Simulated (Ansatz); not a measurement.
Potential energy surface of H2B (cation, charge +1), singlet: symmetric bend, bond length relaxed. Scanned: H-B-H angle. Other coordinates (B-H bond length) were minimised at B3LYP/def2-TZVP.

The free coordinates were minimised at B3LYP/def2-TZVP in PySCF; the energy column is full CI/cc-pVQZ, frozen core in Ansatz (a quantum-chemistry and plane-wave program), in kcal/mol.

| a / ° | B-H bond length / Å | E |
|---|---|---|
| 180 | 1.174 | 0.0 |
| 170 | 1.174 | 0.8 |
| 159.84 | 1.176 | 3.1 |
| 150.47 | 1.177 | 6.6 |
| 141.56 | 1.180 | 11.3 |
| 128.16 | 1.184 | 20.9 |
| 119.56 | 1.188 | 28.8 |
| 109.33 | 1.194 | 40.1 |
| 99.71 | 1.200 | 52.8 |
| 92.31 | 1.205 | 64.1 |
| 78.68 | 1.214 | 88.5 |
| 70.32 | 1.219 | 105.8 |

The scan ran from 180.0 to 60.0; beyond the range shown the relaxed coordinates jump or full CI changes its symmetry label.
